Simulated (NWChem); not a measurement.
System: CdNH₂Br; SMILES [Cd]([Br])[NH2]

The following NWChem deck was run.

```
start job
memory heap 200 mb stack 900 mb global 1100 mb
geometry units angstroms
  Cd    -0.808081    -0.180031     0.147713
  Br     1.421637     0.443665    -0.605056
  N     -1.355725    -0.910178     1.960041
  H     -1.514193    -1.917135     1.926691
  H     -2.224123    -0.527988     2.327610
end
basis spherical
  * library def2-svp
end
ecp
  Cd library def2-ecp
end
dft
  xc pbe0
  iterations 150
end
driver
  maxiter 120
end
task dft optimize
dft
  grid fine
  convergence energy 1d-8 density 1d-7
end
task dft freq numerical
```

Excerpt of the output:

```
             Northwest Computational Chemistry Package (NWChem) 7.3.0
             --------------------------------------------------------

 C1  symmetry detected

                             Geometry "geometry" -> ""
                             -------------------------

 Output coordinates in angstroms (scale by  1.889725989 to convert to a.u.)

  No.       Tag          Charge          X              Y              Z
 ---- ---------------- ---------- -------------- -------------- --------------
    1 Cd                  48.0000    -0.28557840    -0.75417319    -0.00132959
    2 Br                  35.0000     0.11588086     1.64709968     0.00306184
    3 N                    7.0000     1.08546765    -2.24975722     0.03064759
    4 H                    1.0000     1.20761184    -2.66672483    -0.89206879
    5 H                    1.0000     0.84604773    -3.03315003     0.63419134

 Effective nuclear repulsion energy (a.u.)     520.1368596009

                                Z-matrix (autoz)
                                --------

 Units are Angstrom for bonds and degrees for angles

      Type          Name      I     J     K     L     M      Value
      ----------- --------  ----- ----- ----- ----- ----- ----------
    1 Stretch                  1     2                       2.43460
    2 Stretch                  1     3                       2.02918
    3 Stretch                  3     4                       1.01990
    4 Stretch                  3     5                       1.01749
    5 Bend                     1     3     4               111.59160
    6 Bend                     1     3     5               114.69740
    7 Bend                     2     1     3               127.98863
    8 Bend                     4     3     5               104.48093
    9 Torsion                  2     1     3     4        -102.50064
   10 Torsion                  2     1     3     5         138.94375

                           NWChem Geometry Optimization
                           ----------------------------

 maximum gradient threshold         (gmax) =   0.000450
 rms gradient threshold             (grms) =   0.000300
 maximum cartesian step threshold   (xmax) =   0.001800
 rms cartesian step threshold       (xrms) =   0.001200
 fixed trust radius                (trust) =   0.300000
 source of zmatrix                         =   autoz

          -------------------
          Energy Minimization
          -------------------

 Using diagonal initial Hessian
 Scaling for Hessian diagonals: bonds = 1.00  angles = 0.25  torsions = 0.10

          --------
          Step   0

                                 NWChem DFT Module
                                 -----------------

 Summary of "ao basis" -> "ao basis" (spherical)
 ------------------------------------------------------------------------------
       Tag                 Description            Shells   Functions and Types
 ---------------- ------------------------------  ------  ---------------------
 Cd                         def2-svp                11       31   5s3p2d1f
 Br                         def2-svp                12       32   5s4p3d
 N                          def2-svp                 6       14   3s2p1d
 H                          def2-svp                 3        5   2s1p

            General Information
            -------------------
          SCF calculation type: DFT
          Wavefunction type:  closed shell.
          No. of atoms     :     5
          No. of electrons :    64
           Alpha electrons :    32
            Beta electrons :    32
          Charge           :     0
          Spin multiplicity:     1
          Use of symmetry is: off; symmetry adaption is: off
          Maximum number of iterations: 150
          AO basis - number of functions:    87
                     number of shells:    35
          Convergence on energy requested:  1.00D-06
          Convergence on density requested:  1.00D-05
          Convergence on gradient requested:  5.00D-04

              XC Information
              --------------
                         PBE0 Method XC Functional
                     Hartree-Fock (Exact) Exchange  0.250
          PerdewBurkeErnzerhof Exchange Functional  0.750
            Perdew 1991 LDA Correlation Functional  1.000 local
           PerdewBurkeErnz. Correlation Functional  1.000 non-local

             Grid Information
             ----------------
          Grid used for XC integration:  medium
          Radial quadrature: Mura-Knowles
          Angular quadrature: Lebedev.
          Tag              B.-S. Rad. Rad. Pts. Rad. Cut. Ang. Pts.
          ---              ---------- --------- --------- ---------
          Cd                  1.55      123           9.0       590
          Br                  1.15      112          12.0       590
          N                   0.65       49          11.0       434
          H                   0.35       45          12.0       434
          Grid pruning is: on
          Number of quadrature shells:   374
          Spatial weights used:  Erf1

      Superposition of Atomic Density Guess
      -------------------------------------

 Sum of atomic energies:       -2819.30223415

      Non-variational initial energy
      ------------------------------

 Total energy =   -2794.734214
 1-e energy   =   -4441.832402
 2-e energy   =    1402.466545
 HOMO         =      -0.334671
 LUMO         =      -0.086501

   convergence    iter        energy       DeltaE   RMS-Dens  Diis-err
 ---------------- ----- ----------------- --------- --------- ---------
 d= 0,ls=0.0,diis     1  -2797.0696417124 -3.04D+03  1.88D-02  5.47D-01
 d= 0,ls=0.0,diis     2  -2796.9077972893  1.62D-01  1.30D-02  1.75D+00
 d= 0,ls=0.0,diis     3  -2797.1311407761 -2.23D-01  3.34D-03  8.80D-02
 d= 0,ls=0.0,diis     4  -2797.1413741188 -1.02D-02  1.19D-03  1.12D-02
 d= 0,ls=0.0,diis     5  -2797.1426154415 -1.24D-03  1.86D-04  3.71D-04
  Resetting Diis
 d= 0,ls=0.0,diis     6  -2797.1426536755 -3.82D-05  5.30D-05  2.47D-05
 d= 0,ls=0.0,diis     7  -2797.1426560566 -2.38D-06  1.74D-05  1.08D-06
 d= 0,ls=0.0,diis     8  -2797.1426560759 -1.93D-08  1.10D-05  1.10D-06
 d= 0,ls=0.0,diis     9  -2797.1426561851 -1.09D-07  3.55D-06  1.27D-07

         Total DFT energy =    -2797.142656185110
      One electron energy =    -4443.891122303169
           Coulomb energy =     1516.224714774932
    Exchange-Corr. energy =     -114.107891217060
 Nuclear repulsion energy =      244.631642560187

 Numeric. integr. density =       63.999995363061

                       DFT Final Molecular Orbital Analysis
                       ------------------------------------

 Vector   30  Occ=2.000000D+00  E=-2.837165D-01
              MO Center=  1.1D-01,  1.5D+00, -3.4D-03, r^2= 1.9D+00
   Bfn.  Coefficient  Atom+Function         Bfn.  Coefficient  Atom+Function
  ----- ------------  ---------------      ----- ------------  ---------------
    48      0.591694  2 Br pz                45      0.511750  2 Br pz
    42     -0.342394  2 Br pz                16     -0.110738  1 Cd d -1
    39      0.111268  2 Br pz                14      0.084461  1 Cd pz
    11      0.059003  1 Cd pz                67     -0.054552  3 N  px
     8     -0.053286  1 Cd pz                46     -0.043551  2 Br px

 Vector   31  Occ=2.000000D+00  E=-2.798943D-01
              MO Center=  9.0D-02,  1.4D+00,  1.7D-03, r^2= 2.2D+00
   Bfn.  Coefficient  Atom+Function         Bfn.  Coefficient  Atom+Function
  ----- ------------  ---------------      ----- ------------  ---------------
    46      0.540134  2 Br px                43      0.468995  2 Br px
    40     -0.313190  2 Br px                47     -0.227601  2 Br py
    44     -0.196674  2 Br py                15     -0.156354  1 Cd d -2
    41      0.130984  2 Br py                37      0.101760  2 Br px
     4     -0.078409  1 Cd s                 12      0.074498  1 Cd px

 Vector   32  Occ=2.000000D+00  E=-2.655926D-01
              MO Center=  9.1D-01, -2.0D+00,  3.1D-02, r^2= 2.2D+00
   Bfn.  Coefficient  Atom+Function         Bfn.  Coefficient  Atom+Function
  ----- ------------  ---------------      ----- ------------  ---------------
    67      0.468637  3 N  px                70     -0.408317  3 N  px
     4      0.207240  1 Cd s                 66     -0.163107  3 N  s
    65     -0.156834  3 N  s                 69      0.144981  3 N  pz
    68      0.135847  3 N  py                 2     -0.130645  1 Cd s
    72     -0.122381  3 N  pz                13     -0.119548  1 Cd py

[...]

      ----------------------
      Optimization converged
      ----------------------

  Step       Energy      Delta E   Gmax     Grms     Xrms     Xmax
  ---- ---------------- -------- -------- -------- -------- --------
@    8   -2797.16183671 -3.0D-07  0.00008  0.00004  0.00063  0.00139
                                     ok       ok       ok       ok

                                Z-matrix (autoz)
                                --------

 Units are Angstrom for bonds and degrees for angles

      Type          Name      I     J     K     L     M      Value     Gradient
      ----------- --------  ----- ----- ----- ----- ----- ---------- ----------
    1 Stretch                  1     2                       2.41243   -0.00008
    2 Stretch                  1     3                       2.01019    0.00006
    3 Stretch                  3     4                       1.01999   -0.00002
    4 Stretch                  3     5                       1.01997    0.00002
    5 Bend                     1     3     4               112.09566   -0.00002
    6 Bend                     1     3     5               112.39119   -0.00002
    7 Bend                     2     1     3               175.32241   -0.00001
    8 Bend                     4     3     5               106.03079    0.00004
    9 Torsion                  2     1     3     4        -107.45347    0.00003
   10 Torsion                  2     1     3     5         133.23210    0.00002

                         Geometry "geometry" -> "geometry"
                         ---------------------------------

 Output coordinates in angstroms (scale by  1.889725989 to convert to a.u.)

  No.       Tag          Charge          X              Y              Z
 ---- ---------------- ---------- -------------- -------------- --------------
    1 Cd                  48.0000     0.40023344    -0.54161969     0.01172872
    2 Br                  35.0000    -0.30758645     1.76455064     0.03153018
    3 N                    7.0000     1.14415742    -2.40909061     0.01033496
    4 H                    1.0000     1.10090131    -2.83862887    -0.91379182
    5 H                    1.0000     0.63172395    -3.03191707     0.63470036

 Effective nuclear repulsion energy (a.u.)     521.1540915794

                Final and change from initial internal coordinates
                --------------------------------------------------

                                Z-matrix (autoz)
                                --------

 Units are Angstrom for bonds and degrees for angles

      Type          Name      I     J     K     L     M      Value       Change
      ----------- --------  ----- ----- ----- ----- ----- ---------- ----------
    1 Stretch                  1     2                       2.41243   -0.02217
    2 Stretch                  1     3                       2.01019   -0.01899
    3 Stretch                  3     4                       1.01999    0.00010
    4 Stretch                  3     5                       1.01997    0.00247
    5 Bend                     1     3     4               112.09566    0.50406
    6 Bend                     1     3     5               112.39119   -2.30621
    7 Bend                     2     1     3               175.32241   47.33378
    8 Bend                     4     3     5               106.03079    1.54986
    9 Torsion                  2     1     3     4        -107.45347   -4.95284
   10 Torsion                  2     1     3     5         133.23210   -5.71165

 ==============================================================================
                                internuclear distances
 ------------------------------------------------------------------------------
       center one      |      center two      | atomic units |  angstroms
 ------------------------------------------------------------------------------
    2 Br               |   1 Cd               |     4.55883  |     2.41243
    3 N                |   1 Cd               |     3.79871  |     2.01019
    4 H                |   3 N                |     1.92751  |     1.01999
    5 H                |   3 N                |     1.92746  |     1.01997
 ------------------------------------------------------------------------------
                         number of included internuclear distances:          4
 ==============================================================================

[second-derivative integrals and response iterations left out]

  Vibrational analysis via the FX method

  See chapter 2 in "Molecular Vibrations" by Wilson, Decius and Cross

  Vib: Default input used

[...]

 Rotational Constants
 --------------------
 A=   9.295875 cm-1  ( 13.374392 K)
 B=   0.040925 cm-1  (  0.058880 K)
 C=   0.040836 cm-1  (  0.058753 K)

 Temperature                      =   298.15K
 frequency scaling parameter      =   1.0000

 Zero-Point correction to Energy  =   15.871 kcal/mol  (  0.025293 au)
 Thermal correction to Energy     =   19.131 kcal/mol  (  0.030487 au)
 Thermal correction to Enthalpy   =   19.723 kcal/mol  (  0.031430 au)

 Total Entropy                    =   75.670 cal/mol-K
   - Translational                =   41.908 cal/mol-K (mol. weight = 209.8388)
   - Rotational                   =   24.145 cal/mol-K (symmetry #  =        1)
   - Vibrational                  =    9.617 cal/mol-K

 Cv (constant volume heat capacity) =   14.503 cal/mol-K
   - Translational                  =    2.979 cal/mol-K
   - Rotational                     =    2.979 cal/mol-K
   - Vibrational                    =    8.544 cal/mol-K

[normal modes left out]

 ----------------------------------------------------------------------------
 Normal Eigenvalue ||           Projected Infra Red Intensities
  Mode   [cm**-1]  || [atomic units] [(debye/angs)**2] [(KM/mol)] [arbitrary]
 ------ ---------- || -------------- ----------------- ---------- -----------
    1        0.000 ||    0.000176           0.004         0.171       0.100
    2        0.000 ||    0.000042           0.001         0.041       0.024
    3        0.000 ||    0.000065           0.002         0.064       0.037
    4        0.000 ||    0.000667           0.015         0.651       0.380
    5        0.000 ||    0.001237           0.029         1.206       0.704
    6        0.000 ||    0.034336           0.792        33.472      19.546
    7      104.128 ||    0.002791           0.064         2.721       1.589
    8      106.377 ||    0.003642           0.084         3.550       2.073
    9      257.233 ||    0.011346           0.262        11.061       6.459
   10      531.000 ||    0.125022           2.884       121.877      71.169
   11      615.517 ||    0.034919           0.806        34.041      19.878
   12      794.303 ||    0.020644           0.476        20.125      11.752
   13     1534.682 ||    0.005887           0.136         5.739       3.351
   14     3533.633 ||    0.012089           0.279        11.785       6.882
   15     3630.637 ||    0.010639           0.245        10.371       6.056
 ----------------------------------------------------------------------------
```

Level: PBE0/def2-SVP with def2 effective core potentials on Cd. This build's default masses of Se (78.918 u) and Br (79.917 u) are each other's, which moves their modes by up to 0.6 %. def2 effective core potentials on Cd; no spin-orbit coupling.
